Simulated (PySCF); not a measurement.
# Size series: AB cage

All values: TDDFT PBE0/6-31G*, gas phase, PySCF SCF with an in-house response code, fitting set def2-universal-JFIT up to Ne and JKFIT beyond, grid level 1 (kernel 0), vertical, one conformer each, geometries GFN1-xTB; core orbitals frozen in the response, virtual orbitals above 1.5 Eh left out. The lowest 6 singlets were sought, and the brightest is taken among them. The runs took 7 to 50 CPU minutes each on shared server CPUs.

The basis has no diffuse functions, so the polarisability comes out too low.

```
formula units                                        system  formula  HOMO-LUMO gap / eV  S1 / eV  polarisability / bohr³  HOMO / eV  brightest singlet sought / eV
            8   (MgS)8 cage of four- and six-membered rings    Mg8S8                4.91     4.06                     296      -6.86                           4.07
            9   (MgS)9 cage of four- and six-membered rings    Mg9S9                5.03     4.20                     330      -6.96                           4.24
           11  (MgS)11 cage of four- and six-membered rings  Mg11S11                4.94     4.17                     401      -6.82                           4.40
           12  (MgS)12 cage of four- and six-membered rings  Mg12S12                4.93     4.15                     447      -6.86                           4.17
           15  (MgS)15 cage of four- and six-membered rings  Mg15S15                4.91     4.21                     551      -6.80                           4.26
           16  (MgS)16 cage of four- and six-membered rings  Mg16S16                5.10     4.33                     587      -6.98                           4.35
```
